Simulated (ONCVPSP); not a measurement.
## Before and after: ONCV potential for aluminium

* Element: aluminium (Al)
* Generator: ONCVPSP 4.0.1
* Type: optimised norm-conserving Vanderbilt (ONCV)
* Functional: PBE
* Relativity: scalar-relativistic
* Frozen core: [Ne]
* Valence charge: 3
* Reference configuration: 3s2 3p1
* Partial waves: 3s: rc 2.10 bohr, ncon 3, nbas 8, qcut 2.6 1/bohr, 2 projectors, debl 1.4 Ha; 3p: rc 1.75 bohr, ncon 4, nbas 8, qcut 4 1/bohr, 3 projectors, debl 1.1 Ha; d scattering state at 0.26 Ha: rc 1.75 bohr, ncon 4, nbas 8, qcut 6.5 1/bohr, 2 projectors, debl 2.9 Ha
* Local potential: polynomial inside 1.30 bohr (lpopt 5, dvloc0 0 Ha)
* Core correction: none

Change: p: debl 5.25.

Cutoffs: the cutoffs (Ha) at which the residual kinetic energy of the hardest occupied pseudo-wave falls to 1 and 0.1 mHa per electron; they do not see the model core or the augmentation charge, which bear on the density cutoff. Errors are all-electron minus pseudo energies relative to the spin-unpolarised reference configuration.

Task: Predict the effect on cutoff, ghosts and configuration errors.

Result: The potential gets neither clearly harder nor softer (7.8 Ha and 42 Ha → 7.8 Ha and 42 Ha); the bound ghost in p disappears; the errors of the 4 common tests hardly move.

| quantity | base | changed |
| --- | --- | --- |
| cutoff, loose | 7.8 Ha | 7.8 Ha |
| cutoff, tight | 42 Ha | 42 Ha |
| bound ghosts | p | none |
| GHOST(+) flags under 300 eV | s at 83.2 eV | s at 83.2 eV |
| error for 3s2 3p0, meV [ΔE 5.76 eV] | -3.1 | -3.1 |
| error for 3s1 3p0, meV [ΔE 24.99 eV] | +7.2 | +7.2 |
| error for 3s2 3p0.5, meV [ΔE 2.09 eV] | -0.6 | -0.5 |
| error for 3s0 3p3, meV [ΔE 10.45 eV] | +27 | +30 |
| s: phases at 2.13 bohr within 0.05 rad from the reference energy up to (Ha; the scan ends near 5) | 2.4 | 2.4 |
| p: phases at 1.77 bohr within 0.05 rad from the reference energy up to (Ha; the scan ends near 5) | to the end of the scan | to the end of the scan |
| d: phases at 1.77 bohr within 0.05 rad from the reference energy up to (Ha; the scan ends near 5) | to the end of the scan | to the end of the scan |

Base: The cutoffs count occupied waves only; projector 3 of the p channel, the hardest unoccupied one, needs 105 Ha at the loose tolerance. Changed file: The cutoffs count occupied waves only; projector 2 of the d channel, the hardest unoccupied one, needs 22 Ha at the loose tolerance. A true bound ghost makes a file unfit for plane-wave use even where its test errors are small: the radial tests pick states by their node count and pass the ghost by.
